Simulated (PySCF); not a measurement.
An excited-state job on `CO[SiH2]OCCS`.

Computed with TDDFT PBE0/def2-SVPD, vertical, gas phase, core orbitals frozen in the response (PySCF 2.14.0, density-fitted response routines). Geometry: GFN2-xTB. A driver script takes a list of jobs; this job's settings line and coordinates (Å) are shown.

Command:
```bash
OMP_NUM_THREADS=1 python probes_run.py task.json out
```

Input:
```
{"job": {"kind": "uv", "xc": "PBE0", "basis": "def2-SVPD", "nstates": 8, "ntriplets": 3}, "charge": 0, "multiplicity": 1}
C      3.346116     0.014542     0.792700
O      2.150100    -0.511721     0.326348
Si     0.737997     0.267093     0.305456
O     -0.154266    -0.935574    -0.295313
C     -1.457506    -0.880839    -0.752799
C     -2.431555    -0.300832     0.260880
S     -2.317484     1.522821     0.244539
H      3.610626     0.925299     0.249972
H      4.127741    -0.730910     0.642860
H      3.279430     0.254944     1.856627
H      0.773443     1.445771    -0.561724
H      0.333579     0.648342     1.663129
H     -1.758687    -1.909533    -0.982752
H     -1.504255    -0.287120    -1.675795
H     -2.179780    -0.652918     1.259605
H     -3.454616    -0.575124     0.004558
H     -3.107882     1.717789     1.301261
```

Q: What does the run print?

A: 
```
coarse grid: 14880 points
cycle   1  E = -957.2966356185  dE =  8.452e-01  |g| = 8.388e-01  |ddm| = 5.489e+00
cycle   2  E = -957.0533973471  dE =  2.432e-01  |g| = 1.398e+00  |ddm| = 2.654e+00
cycle   3  E = -957.4313593949  dE = -3.780e-01  |g| = 7.673e-02  |ddm| = 1.686e+00
cycle   4  E = -957.4325209157  dE = -1.162e-03  |g| = 3.292e-02  |ddm| = 1.645e-01
cycle   5  E = -957.4328180837  dE = -2.972e-04  |g| = 7.122e-03  |ddm| = 6.788e-02
cycle   6  E = -957.4328305090  dE = -1.243e-05  |g| = 2.097e-03  |ddm| = 1.654e-02
cycle   7  E = -957.4328316842  dE = -1.175e-06  |g| = 5.270e-04  |ddm| = 3.688e-03
final grid: 133432 points
cycle   8  E = -957.5532874500  dE = -2.788e-05  |g| = 1.086e-02  |ddm| = 9.671e-02
cycle   9  E = -957.5532631508  dE =  2.430e-05  |g| = 1.559e-02  |ddm| = 2.769e-02
cycle  10  E = -957.5533110360  dE = -4.789e-05  |g| = 1.307e-03  |ddm| = 1.690e-02
cycle  11  E = -957.5533114369  dE = -4.009e-07  |g| = 1.884e-04  |ddm| = 1.882e-03
cycle  12  E = -957.5533114451  dE = -8.166e-09  |g| = 6.442e-05  |ddm| = 4.175e-04
cycle  13  E = -957.5533114461  dE = -1.000e-09  |g| = 2.571e-05  |ddm| = 1.341e-04
cycle  14  E = -957.5533114462  dE = -1.596e-10  |g| = 3.792e-06  |ddm| = 4.146e-05
converged SCF energy = -957.5533114462

Static polarisability (au): isotropic 90.100, principal 76.634 87.853 105.813

Singlet excitations
state   eV       nm        f      main configurations
  1   5.4051    229.4   0.00836   H->L 0.93
  2   6.2390    198.7   0.03511   H->L+1 0.91
  3   6.7367    184.0   0.00618   H-1->L 0.52, H->L+2 0.20
  4   6.8528    180.9   0.04999   H->L+2 0.52, H-1->L 0.26
  5   7.0298    176.4   0.00403   H-2->L 0.66, H->L+3 0.11
  6   7.1010    174.6   0.00195   H->L+3 0.63, H-2->L 0.15, H->L+2 0.11
  7   7.3379    169.0   0.01651   H->L+4 0.86
  8   7.4113    167.3   0.02909   H-1->L+2 0.75, H-1->L 0.09

Triplet excitations (Tamm-Dancoff, eV): 4.9605 5.8227 6.5051
```

The SCF starts on a coarse grid where the log names one; the energy can jump when the final grid takes over, and dE then counts from the start density on the new grid. H and L stand for HOMO and LUMO; the number after each pair is its weight.

Q: Which computed singlet has the largest oscillator strength, and what do all of them sum to?

A: State 4 at 6.85 eV (181 nm), f = 0.050; the 8 states sum to 0.151.

Q: Give the mean polarisability as a volume in Å³, and the ratio of the largest to the smallest principal value.

A: 90.100 au × 0.148185 = 13.35 Å³; 105.813/76.634 = 1.38.

In short: HOMO -7.10 eV, LUMO -0.11 eV; lowest singlet 5.41 eV; lowest triplet 4.96 eV (Tamm–Dancoff); mean polarisability 90.1 au.

The geometry optimisation had not met its thresholds, so the values belong to a structure short of the stationary point.

Hardware: an Arm Neoverse V1 with one thread, shared host with 32 logical CPUs at a one-minute load of 18. Cost: 55 s wall, 0.90 GiB resident at most.

One conformer stands for the species.
Labels such as C1 count atoms from 1, the log's own numbers from 0.
